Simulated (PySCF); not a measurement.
## Si⁺: excitation energy

Si⁺ [Ne] 3s2 3p1 (2P) → Si⁺ [Ne] 3s1 3p1 3d1 (high-spin determinant), as a difference of total energies. Calculation: PySCF 2.14, in aug-cc-pCVTZ-DK with one added diffuse shell each of s, p, d, f type (9s8p6d4f, 91 functions); the spin-free X2C one-electron Hamiltonian (Gaussian nucleus). Correlated levels: valence: [Ne] frozen; valence and next inner shell: 1s2 frozen; nothing frozen. The calculations carry no spin-orbit coupling.

```json
{"method": "UHF", "excitation energy (eV)": "13.720"}
{"method": "LDA", "excitation energy (eV)": "14.175"}
{"method": "PBE", "excitation energy (eV)": "14.000"}
{"method": "PBE0", "excitation energy (eV)": "14.168"}
{"method": "r2SCAN", "excitation energy (eV)": "13.859"}
{"method": "BP86", "excitation energy (eV)": "14.022"}
{"method": "MN15", "excitation energy (eV)": "14.397"}
{"method": "wB97X", "excitation energy (eV)": "14.600"}
{"method": "TPSSh", "excitation energy (eV)": "14.126"}
{"method": "MP2 (valence)", "excitation energy (eV)": "14.548"}
{"method": "SCS-MP2 (valence)", "excitation energy (eV)": "14.920"}
{"method": "MP2 (valence and next inner shell)", "excitation energy (eV)": "14.730"}
{"method": "SCS-MP2 (valence and next inner shell)", "excitation energy (eV)": "15.059"}
{"method": "MP2 (all electrons)", "excitation energy (eV)": "14.726"}
{"method": "SCS-MP2 (all electrons)", "excitation energy (eV)": "15.057"}
```

Q: How much does correlation contribute at MP2 (all electrons)?

A: 14.726 − (13.720) = 1.006 eV, measured against UHF.

The promoted electron is Rydberg-like, and one or two diffuse shells describe it only roughly, which tends to raise the upper state.

The determinant of the upper state mixes LS terms, which raises its energy above the lowest term, most at the Hartree-Fock and MP2 levels.
